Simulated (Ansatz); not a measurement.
Harmonic frequencies (cm⁻¹) at PBE0-D4/def2-TZVP from Ansatz: 294, 339, 575, 582, 627, 667, 678, 745, 965, 1004, 1142, 1573, 2216, 2222, 3598.

Question: Which molecule is it?
A. `B[SiH2]Cl`
B. `[AlH2][BH]CCl`
C. `OB1CC1`
D. `FB1N[SiH2]1`

Answer: D.
